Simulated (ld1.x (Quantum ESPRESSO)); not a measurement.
**Te: one change to an ultrasoft potential, before and after**

tellurium (Te), ultrasoft, made with ld1.x (Quantum ESPRESSO) 7.5 (PBEsol, scalar-relativistic). Core [Kr] 4d10, reference 5s2 5p4. Waves: 5s (bound): rcut 1.70, rcutus 1.90 bohr; 5s channel at -0.7 Ry: rcut 1.70, rcutus 1.90 bohr; 5p (bound): rcut 1.65, rcutus 2.00 bohr; 5p channel at -0.05 Ry: rcut 1.65, rcutus 2.00 bohr. Local part: all-electron potential smoothed inside 1.45 bohr (lloc = -1). Core correction: Bessel-smoothed model core, default radius (core density twice the valence density). Augmentation charge: PSQ, inside the norm-conserving radii.

All-electron outer shells of the reference configuration (PBEsol, scalar-relativistic, ld1.x):

```tsv
shell	level (eV)	outermost node (bohr)	outermost maximum (bohr)
4p	-114.23	0.38	0.74
4d	-41.59	0.36	0.81
5s	-15.15	0.91	1.80
5p	-5.97	1.00	2.17
```

Change: waves 5s (bound): rcut 1.70, rcutus 2.22 bohr; 5s channel at -0.7 Ry: rcut 1.70, rcutus 2.22 bohr.

Cutoffs: the cutoffs (Ry, on a coarse ladder) from which the occupation-weighted sum of valence levels, in a spherical-Bessel basis at the reference potential, stays within 10 and 1 mRy of its value at 400 Ry; they do not see the model core or the augmentation charge, which bear on the density cutoff. Errors are all-electron minus pseudo energies relative to the spin-unpolarised reference configuration.

**Question.** How do hardness, ghosts and transferability respond?

**Answer.** The potential gets softer (10 Ry and 21 Ry → 6 Ry and 15 Ry); both files keep a bound ghost (d, s); of the 7 tests that both files solve, the error grows in 1 and shrinks in 0 by more than 15 % and 0.3 meV (median size 8.9 → 10.9 meV). A larger radius leaves more room for a smooth pseudo-wave, so fewer plane waves are needed.

| quantity | base | changed |
| --- | --- | --- |
| cutoff, loose | 10 Ry | 6 Ry |
| cutoff, tight | 21 Ry | 15 Ry |
| bound ghosts | s, d | s, d |
| error for 5s2 5p3, meV [ΔE 9.75 eV] | -8.9 | -9.4 |
| error for 5s2 5p2, meV [ΔE 27.72 eV] | -56 | -59 |
| error for 5s2 5p1, meV [ΔE 54.68 eV] | -198 | -209 |
| error for 5s1 5p4, meV [ΔE 19.63 eV] | -26 | -23 |
| error for 5s2 5p4.3, meV [ΔE -1.47 eV] | +0.2 | +0.1 |
| error for 5s2 5p3.5, meV [ΔE 3.91 eV] | -2.1 | -2.2 |
| error for 5s1 5p5, meV [ΔE 9.29 eV] | -8.9 | -11 |
| lowest overlap eigenvalue by channel | s 0.32, p 0.49 | s 0.19, p 0.49 |

 A true bound ghost makes a file unfit for plane-wave use even where its test errors are small: the radial tests pick states by their node count and pass the ghost by.
